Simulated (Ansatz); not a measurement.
Calculated with Ansatz (gas phase, PBE0-D4/def2-TZVP geometries, no zero-point term in ΔE). CCSD(T)/CBS is the MP2 limit (def2-TZVPP, def2-QZVPP) plus CCSD(T) − MP2 in def2-TZVPP, frozen cores. This one scheme is used for every species, atoms too. Functionals use def2-TZVPP. B3LYP here is the variant with VWN-RPA as its local correlation; programs differ in this. No spin–orbit coupling; open shells (•) take unrestricted orbitals. Spin–orbit coupling would lower the free atoms: a little for B, C, O. Each species was taken in one conformer, which may not be the lowest.

Consider the atomization: `CC(=N)BO` → B• + 2 C• + 6 H• + N• + O•.

`CC(=N)BO`:

Cartesian coordinates in Å:
```
C 0.635 -1.177 -0.107
C -0.529 -0.231 -0.057
N -1.752 -0.580 -0.164
B -0.275 1.314 0.141
O 1.007 1.726 0.266
H 1.314 -0.903 -0.920
H 1.221 -1.110 0.814
H 0.308 -2.210 -0.248
H -1.833 -1.595 -0.289
H -1.187 2.090 0.181
H 1.092 2.675 0.384
```

```csv
species,B3LYP energy (Eh)
`CC(=N)BO`,-234.78580
B•,-24.66392
C•,-37.85948
H•,-0.50215
N•,-54.60397
O•,-75.09627
```

Work out ΔE.

ΔE = 6 × (-0.50215) + 2 × (-37.85948) + (-24.66392) + (-54.60397) + (-75.09627) − (-234.78580) = 1.68978 Eh = +4436.5 kJ/mol. CCSD(T)/CBS gives +4438.2 kJ/mol.

Largest T1 diagnostic among the species: 0.014.

In def2-TZVPP, CCSD(T) changes the Hartree–Fock value by +1118.3 kJ/mol (the triples alone add +71.7 kJ/mol) and MP2 by +1206.3 kJ/mol; breaking electron pairs costs correlation energy, which Hartree–Fock lacks. From PBE to PBE0 (25 % exact exchange), in def2-TZVPP and without D4, ΔE moves by −100.9 kJ/mol: exact exchange takes away binding that semilocal exchange gives to molecules. The D4 term adds +28.7 kJ/mol with B3LYP and +15.1 kJ/mol with PBE0; it sums over pairs of atoms, weighted by their polarisabilities, and B3LYP, whose exchange is more repulsive, gets the larger term.

For atomizations the MP2-based limit and the directly extrapolated one differ by several kJ/mol either way, and by 10 to 25 for some Ge, Se and Sn compounds, so smaller differences from it don't rank the levels.
